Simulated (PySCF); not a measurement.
## Vibration and rotation of ZnI

r²SCAN constants of ZnI, ²Σ⁺ (doublet), unpaired electrons σ ↑ (Zn def2-SVP, I def2-SVP with ECP28; scalar-relativistic core potentials (PySCF 2.14); masses 63.9291 and 126.9045 u):

```
ωe           : 222.9 cm⁻¹
ωexe         : 0.732 cm⁻¹
Be           : 0.063482 cm⁻¹
αe           : 0.000269 cm⁻¹
De to Zn + I : 1.79 eV
```

(1) What force constant and bond length do these constants imply?

(2) Estimate the centrifugal constant D from the Kratzer relation and find the Dunham coefficient a1.

These are scalar-relativistic numbers at best; spin–orbit coupling would shift them, the dissociation energy most. The state was picked by a PBE0 search and need not be the measured ground state.

Results:

(1) Reduced mass μred = 42.513 u; k = 5.8918×10⁻⁷·μred·ωe² (u, cm⁻¹, mdyn/Å) = 1.24 mdyn/Å; Re = √(16.8576/(μred·Be)) (u, cm⁻¹, Å) = 2.499 Å.

(2) D = 4Be³/ωe² = 2.06e-08 cm⁻¹; a1 = −1 − αeωe/(6Be²) = -3.48.
